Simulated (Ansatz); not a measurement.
A single point on CH₇BGeO (`B[CH](O)[GeH3]`).

```yaml
crystal:
  periodic: [false, false, false]
  atoms:
    - {symbol: B, position_ang: [-0.363209, 1.339423, 0.337541]}
    - {symbol: C, position_ang: [0.030833, 0.022338, 0.927542]}
    - {symbol: O, position_ang: [1.307939, -0.187244, 1.412431]}
    - {symbol: Ge, position_ang: [-0.141777, -0.610299, -1.102157]}
    - {symbol: H, position_ang: [0.454050, 2.167181, 0.065524]}
    - {symbol: H, position_ang: [-1.522398, 1.495144, 0.070393]}
    - {symbol: H, position_ang: [-0.730271, -0.629591, 1.366959]}
    - {symbol: H, position_ang: [1.442820, -1.122673, 1.585654]}
    - {symbol: H, position_ang: [0.950639, -1.692525, -1.108626]}
    - {symbol: H, position_ang: [-1.523441, -1.242227, -1.319895]}
    - {symbol: H, position_ang: [0.160115, 0.403573, -2.214765]}
basis:
  gaussian: {orbitals: def2-TZVPP}
hamiltonian: {xc: pbe}
correlation: {method: rpa}
```

```sh
$ ansatz run in.yaml --threads 4 --pin off --events-out ev --progress --plain --max-ram 10444MiB
```

Shortened log:

```
Functional definition: PBE
1436 factors; integrals over basis functions are off by at most 9.5e-4 eV
mean field evaluation 1: about -60369.8135 eV, gradient 6.8e1 eV
mean field evaluation 2: about -60369.8049 eV, gradient 6.8e1 eV
mean field evaluation 4: about -60378.4737 eV, gradient 2.1e1 eV
mean field evaluation 8: about -60379.4768 eV, gradient 8.3e-1 eV
mean field evaluation 16: about -60379.4777 eV, gradient 1.7e-4 eV
mean field -60379.47766995 eV, -2218.9048776908 hartree, gradient 2.1e-6 eV, S^2 0.000000; 0 other end points of the search recorded, 0 dependent functions left out
12 core orbitals not correlated: weight in the atoms' cores, before any rotation towards them, 1.000 or more for the frozen orbitals, at most 0.000 for the correlated occupied ones
reference -60322.20277727 eV, -2216.8000642071 hartree; 17, 17 occupied and 210, 210 virtual orbitals, 1436 factors
Total energy: -60357.67764046 eV, -2218.1037413837 hartree
```

It took 5.5 s on 4 threads of a server CPU on a shared host, with 0.57 GiB of host memory at the peak.
